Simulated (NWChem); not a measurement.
System: CH₄BClOS; SMILES ClB(SC)O

```xyz
9

B      0.3136     0.3873     0.0000
Cl    -0.3312     2.0581     0.0000
O      1.6509     0.1636     0.0000
H      2.1686     0.9838     0.0000
S     -0.8641    -0.9821     0.0000
C      0.2662    -2.4353     0.0000
H      0.8947    -2.4342    -0.8920
H     -0.3685    -3.3238     0.0000
H      0.8947    -2.4342     0.8920
```
Atoms are numbered in this order, from 1.

All runs use the structure optimised with B3LYP/6-31G* (spherical d).

Question: Give the principal values of the shielding tensors (ppm) of B1, Cl2, O3, S5, C6 from B3LYP/6-31G* (spherical d), GIAO (NWChem), with their diamagnetic and paramagnetic parts as GIAO splits them.

Answer: 
```json
[
 {"atom": "B1", "σ11": "39.6", "σ22": "80.6", "σ33": "92.7", "isotropic": "71.0", "diamagnetic": "201.0", "paramagnetic": "-130.0"},
 {"atom": "Cl2", "σ11": "643.1", "σ22": "841.0", "σ33": "995.7", "isotropic": "826.6", "diamagnetic": "1147.7", "paramagnetic": "-321.0"},
 {"atom": "O3", "σ11": "86.3", "σ22": "200.2", "σ33": "256.8", "isotropic": "181.1", "diamagnetic": "390.1", "paramagnetic": "-209.0"},
 {"atom": "S5", "σ11": "439.2", "σ22": "570.8", "σ33": "726.4", "isotropic": "578.8", "diamagnetic": "1056.6", "paramagnetic": "-477.8"},
 {"atom": "C6", "σ11": "164.6", "σ22": "168.0", "σ33": "191.6", "isotropic": "174.7", "diamagnetic": "252.8", "paramagnetic": "-78.1"}
]
```
